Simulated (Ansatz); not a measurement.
Reaction (formal exchange of groups at a B–N bond): `NB[SiH2]O` + `CS[CH2][ZnH]` → `O[SiH2][BH][ZnH]` + `CSCN`

Program: Ansatz. Geometries: PBE0-D4/def2-TZVP. ΔE: electronic, gas phase. CBS: MP2 limit from def2 TZ/QZ plus the TZ coupled-cluster correction, frozen cores. Functionals use def2-TZVPP. B3LYP here is the variant with VWN-RPA as its local correlation; programs differ in this. For Zn outer-core shells are correlated without core-valence functions, which leaves a few kJ/mol of doubt a bond. Scalar relativity is left out up to krypton. Each species was taken in one conformer, which may not be the lowest.

| level | ΔE (kJ/mol) | difference from CCSD(T)/CBS |
| --- | --- | --- |
| r2SCAN-D4 | 201.9 | 1.1 |
| PBE0-D4 | 196.0 | -4.8 |
| B3LYP-D4 | 199.0 | -1.8 |
| ωB97X-V | 194.3 | -6.5 |
| ωB97M-V | 200.0 | -0.8 |
| B2PLYP | 203.4 | 2.6 |
| PBE | 196.8 | -4.0 |
| r2SCAN | 201.9 | 1.1 |
| HF/def2-TZVPP | 184.7 | -16.1 |
| MP2/def2-TZVPP | 211.0 | 10.2 |
| CCSD(T)/def2-TZVPP | 199.4 | -1.4 |
| HF/def2-QZVPP | 185.5 | -15.3 |
| MP2/def2-QZVPP | 212.1 | 11.3 |
| HF/CBS(def2) | 185.6 | -15.2 |
| MP2/CBS(def2) | 212.4 | 11.6 |
| CCSD/CBS(def2) | 197.9 | -2.9 |
| CCSD(T)/CBS | 200.8 | 0 |

Largest T1 diagnostic among the species: 0.014.

In def2-TZVPP, CCSD(T) changes the Hartree–Fock value by +14.6 kJ/mol (the triples alone add +2.9 kJ/mol) and MP2 by +26.3 kJ/mol.
